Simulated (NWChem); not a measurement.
Program: NWChem. System: H5InS, charge 0, spin multiplicity 1, at a geometry optimised with PBE0/def2-SVP with def2 effective core potentials on In. The structure started from a generated list of species. Level: RHF/def2-SVP with def2 effective core potentials on In.

Job file:

```
start mol
memory heap 200 mb stack 900 mb global 1100 mb
geometry units angstroms nocenter noautoz
  In    -0.020730     0.739821     0.000000
  H     -0.875423     0.875301    -1.505527
  H     -0.875423     0.875301     1.505527
  H      1.716954     0.853333     0.000000
  S     -0.043889    -2.141859     0.000000
  H      0.875941    -2.292698    -0.977834
  H      0.875941    -2.292698     0.977834
  symmetry group Cs
end
basis spherical
  * library def2-svp
end
ecp
  In library def2-ecp
end
scf
  rhf
  nopen 0
  maxiter 100
  thresh 1e-7
  semidirect memsize 60000000 filesize 0
end
task scf energy
```

Part of the output:

```
             Northwest Computational Chemistry Package (NWChem) 7.3.0
             --------------------------------------------------------

                                NWChem Input Module
                                -------------------

 Scaling coordinates for geometry "geometry" by  1.889725989
 (inverse scale =  0.529177249)

 Turning off AUTOSYM since
 SYMMETRY directive was detected!

                             Geometry "geometry" -> ""
                             -------------------------

 Output coordinates in angstroms (scale by  1.889725989 to convert to a.u.)

  No.       Tag          Charge          X              Y              Z
 ---- ---------------- ---------- -------------- -------------- --------------
    1 In                  49.0000    -0.02073000     0.73982100     0.00000000
    2 H                    1.0000    -0.87542300     0.87530100    -1.50552700
    3 H                    1.0000    -0.87542300     0.87530100     1.50552700
    4 H                    1.0000     1.71695400     0.85333300     0.00000000
    5 S                   16.0000    -0.04388900    -2.14185900     0.00000000
    6 H                    1.0000     0.87594100    -2.29269800    -0.97783400
    7 H                    1.0000     0.87594100    -2.29269800     0.97783400

 Effective nuclear repulsion energy (a.u.)     225.8755488401

            Nuclear Dipole moment (a.u.)
            ----------------------------
        X                 Y               Z
 ---------------- ---------------- ----------------
    -0.0000075589     0.0000453534     0.0000000000

      Symmetry information
      --------------------

 Group name             Cs
 Group number              2
 Group order               2
 No. of unique centers     5

      Symmetry unique atoms

     1    2    4    5    6


 Summary of "ao basis" -> "" (spherical)
 ------------------------------------------------------------------------------
       Tag                 Description            Shells   Functions and Types
 ---------------- ------------------------------  ------  ---------------------
 *                          def2-svp                  on all atoms
[...]
   Bfn.  Coefficient  Atom+Function         Bfn.  Coefficient  Atom+Function
  ----- ------------  ---------------      ----- ------------  ---------------
    37      0.344034  4 H  s                 11      0.320869  1 In px
    38      0.287775  4 H  s                 27     -0.168388  2 H  s
    32     -0.168388  3 H  s

 Vector   22  Occ=0.000000D+00  E= 7.586139D-02  Symmetry=a'
              MO Center=  8.4D-02,  9.8D-01,  2.4D-15, r^2= 7.0D+00
   Bfn.  Coefficient  Atom+Function         Bfn.  Coefficient  Atom+Function
  ----- ------------  ---------------      ----- ------------  ---------------
    15      0.993897  1 In py                45      0.609833  5 S  s
    53      0.264980  5 S  py                61     -0.197095  6 H  s
    66     -0.197095  7 H  s                 12      0.193135  1 In py
    52      0.165842  5 S  px

 Vector   23  Occ=0.000000D+00  E= 1.413415D-01  Symmetry=a"
              MO Center=  6.0D-01, -1.8D+00,  7.4D-14, r^2= 4.9D+00
   Bfn.  Coefficient  Atom+Function         Bfn.  Coefficient  Atom+Function
  ----- ------------  ---------------      ----- ------------  ---------------
    54      1.026451  5 S  pz                61      0.892090  6 H  s
    66     -0.892090  7 H  s                 16     -0.585784  1 In pz
    28     -0.326291  2 H  s                 33      0.326291  3 H  s
    51      0.227845  5 S  pz                60      0.185264  6 H  s
    65     -0.185264  7 H  s                 48      0.151282  5 S  pz

 Vector   24  Occ=0.000000D+00  E= 1.428658D-01  Symmetry=a'
              MO Center=  8.6D-01, -1.5D+00,  1.4D-14, r^2= 6.3D+00
   Bfn.  Coefficient  Atom+Function         Bfn.  Coefficient  Atom+Function
  ----- ------------  ---------------      ----- ------------  ---------------
    45      1.230546  5 S  s                 61     -1.028888  6 H  s
    66     -1.028888  7 H  s                 52      0.858401  5 S  px
     4     -0.765855  1 In s                  3      0.367037  1 In s
    38      0.312688  4 H  s                 15     -0.237297  1 In py
    28      0.182959  2 H  s                 33      0.182959  3 H  s

 center of mass
 --------------
 x =  -0.02554731 y =   0.18076643 z =   0.00000000

 moments of inertia (a.u.)
 ------------------
         812.574606480029           9.556673728138           0.000000000000
           9.556673728138          45.143443834746           0.000000000000
           0.000000000000           0.000000000000         811.322939023936

  Mulliken analysis of the total density
  --------------------------------------

    Atom       Charge   Shell Charges
 -----------   ------   -------------------------------------------------------
    1 In  21    20.50   2.59 -0.60  0.72  0.29  3.22  2.78  1.06  0.34  9.71  0.38
    2 H    1     1.21   0.67  0.53  0.01
    3 H    1     1.21   0.67  0.53  0.01
    4 H    1     1.22   0.67  0.54  0.01
    5 S   16    16.08   2.00  1.99  1.19  0.64  5.94  1.75  2.51  0.06
    6 H    1     0.89   0.70  0.16  0.03
    7 H    1     0.89   0.70  0.16  0.03

       Multipole analysis of the density wrt the origin
       ------------------------------------------------

     L   x y z        total         open         nuclear
     -   - - -        -----         ----         -------
     0   0 0 0      0.000000      0.000000     42.000000

     1   1 0 0      0.518296      0.000000      1.096865
     1   0 1 0     -1.106539      0.000000    -39.145606
     1   0 0 1     -0.000000      0.000000      0.000000

     2   2 0 0    -32.719006      0.000000     21.622978
     2   1 1 0     -2.743257      0.000000    -10.362949
     2   1 0 1     -0.000000      0.000000      0.000000
     2   0 2 0    -26.408033      0.000000    348.780159
     2   0 1 1      0.000000      0.000000      0.000000
     2   0 0 2    -31.806652      0.000000     23.017444

 Task  times  cpu:        0.8s     wall:        0.8s

 Total times  cpu:        0.8s     wall:        0.8s
```
